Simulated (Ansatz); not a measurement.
Relaxation of ClF$_{3}$H$_{3}$O$_{2}$Ta (10 atoms, charge 0, multiplicity 1), to a largest force component of 0.03 eV/Å in at most 50 steps.

All numbers below come from Ansatz 0.2.0, RKS BLYP/def2-SVP.

```xyz
10
Properties=species:S:1:pos:R:3
Ta -0.453 -0.383 0.165
Cl 3.216 -0.163 0.132
F 0.278 0.736 1.506
O 0.240 -0.401 -1.608
H 0.055 0.215 -2.346
F -1.685 1.027 -0.251
F -2.026 -1.421 0.422
O 0.550 -1.988 0.780
H 0.320 -2.869 1.126
H 2.630 -1.295 0.546
```

**Question.** Where does it end, and by what steps?

**Answer.** The run converged. After 7 steps the energy has fallen by 0.113 eV; Cl2 moved furthest, 0.68 Å.

| step | energy less start (eV) | largest force component (eV/Å) | accepted |
| --- | --- | --- | --- |
| 0 | 0.0000 | 0.737 | yes |
| 1 | -0.0311 | 0.945 | yes |
| 2 | -0.0721 | 0.554 | yes |
| 3 | -0.0945 | 0.461 | yes |
| 4 | -0.1051 | 0.465 | yes |
| 5 | -0.1109 | 0.133 | yes |
| 6 | -0.1121 | 0.126 | yes |
| 7 | -0.1127 | 0.015 | yes |

```xyz
10
Properties=species:S:1:pos:R:3
Ta -0.561 -0.362 0.135
Cl 3.623 -0.679 0.321
F 0.167 0.849 1.393
O 0.163 -0.299 -1.622
H -0.026 0.340 -2.337
F -1.911 0.937 -0.268
F -2.021 -1.542 0.448
O 0.603 -1.804 0.733
H 0.609 -2.692 1.132
H 2.479 -1.291 0.538
```

Whether the end is a true minimum wasn't checked by a vibrational analysis.

Run time: 19 s on 4 threads of Arm Neoverse V1, with other jobs on the host, peak memory 0.2 GiB.
